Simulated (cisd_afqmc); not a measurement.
Input (AFQMC/CISD/cc-pVDZ; cisd_afqmc is a phaseless AFQMC code with CISD trial states that reads the integrals written by Ansatz):

Ansatz 0.2 input:
```python
import cisd_afqmc

open("ham.yaml", "w").write("""\
crystal:
  periodic: [false, false, false]
  atoms:
    - {symbol: B, position_ang: [-1.68206882, -0.07873495, -0.39686690]}
    - {symbol: Ge, position_ang: [0.32262770, 0.01070078, 0.07990181]}
    - {symbol: H, position_ang: [1.10252311, -1.26528511, -0.28989644]}
    - {symbol: H, position_ang: [0.93449095, 1.16736799, -0.74489907]}
    - {symbol: H, position_ang: [0.59068840, 0.32711782, 1.56352957]}
    - {symbol: H, position_ang: [-2.48032583, 0.56313547, 0.20837471]}
    - {symbol: H, position_ang: [-2.06111909, -0.74108645, -1.30963230]}
basis:
  gaussian:
    orbitals: cc-pVDZ
magnetization: {spin_polarized: false}
correlation: {method: ccsd, electrons: outside_noble_gas, hamiltonian_folder: ham}
""")
rep = cisd_afqmc.ansatz("ham.yaml")
e_ccsd = rep["correlation"]["coupled_cluster"]["energy"]["hartree"]
out = cisd_afqmc.run("ham", e_ccsd, trial="CISD", walkers=100, populations=8, threads=8, dt=0.005, steps=40, early=24, settle=10, least=32,
    cut=5e-5, rank_cut=2e-4, target=0.0004, seconds=1500, seed=1, memory=17280, gpu=False)
```

Output:

```
orbitals 51, occupied [6], factors 322 of 672, rank of the doubles 112 of 270
E(HF) = -2102.883504
E(CCSD) on the cut factors = -2103.113439, shift to the whole factors -0.000005
Energy of the trial state on the determinant = -2103.113373
  tau behind 7.2 of longer steps, mean of the populations' last blocks
   2.0  -2103.11944
   4.0  -2103.11926
   6.0  -2103.11984
   8.0  -2103.11935
blocks 357 (0 outliers left out), error by blocks joined: 1: 0.00011, 2: 0.00015, 4: 0.00019, 8: 0.00022, 16: 0.00027
E(AFQMC/CISD) = -2103.11962 +/- 0.00027
```

The error still grows at the longest joins of blocks, or few joins were possible, so the printed bar may be too narrow.
